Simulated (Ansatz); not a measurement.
Geometry optimisation, Ansatz, RKS BLYP/def2-SVP.

Input file:

```yaml
crystal:
  periodic: [false, false, false]
  atoms:
    - { symbol: C, position_ang: [-0.9155, 0.7354, -0.5301] }
    - { symbol: Sn, position_ang: [0.5855, -0.6724, -0.2631] }
    - { symbol: S, position_ang: [1.7738, -0.1474, 1.7435] }
    - { symbol: H, position_ang: [-0.4398, 1.801, -0.6349] }
    - { symbol: H, position_ang: [-1.6489, 0.7498, 0.3111] }
    - { symbol: H, position_ang: [-1.5292, 0.5588, -1.4679] }
    - { symbol: H, position_ang: [1.7057, -0.6271, -1.6277] }
    - { symbol: H, position_ang: [-0.0841, -2.2454, -0.1273] }
    - { symbol: H, position_ang: [2.23864, 1.10359, 1.29256] }
basis:
  gaussian: { orbitals: def2-SVP }
hamiltonian:
  xc: blyp
relax:
  f_tol: 0.015
  max_steps: 40
```

Launched with:

```bash
$ ansatz run input.yaml --threads 1 --pin off --max-ram 2048MiB --backend cpu --events-out ev --progress --plain --runs-dir out
```

Question: Where does it end, and by what steps?

Answer: The forces met the threshold. After 5 steps the energy has fallen by 0.264 eV; H9 moved furthest, 0.15 Å.

```
step  energy less start (eV)  largest force component (eV/Å)  accepted
   0                  0.0000                           2.552       yes
   1                 -0.2153                           0.679       yes
   2                 -0.2527                           0.290       yes
   3                 -0.2627                           0.071       yes
   4                 -0.2635                           0.020       yes
   5                 -0.2636                           0.004       yes
```

```xyz
9
Properties=species:S:1:pos:R:3
C -1.000 0.811 -0.584
Sn 0.608 -0.655 -0.293
S 1.854 -0.185 1.805
H -0.567 1.826 -0.659
H -1.693 0.768 0.276
H -1.548 0.574 -1.517
H 1.712 -0.637 -1.640
H -0.019 -2.255 -0.044
H 2.338 1.009 1.353
```

Whether the end is a true minimum wasn't checked by a vibrational analysis.

Time of the run: 18 s on 1 thread of Intel(R) Xeon(R) Processor @ 2.70GHz (shared host), peak memory 0.13 GiB.
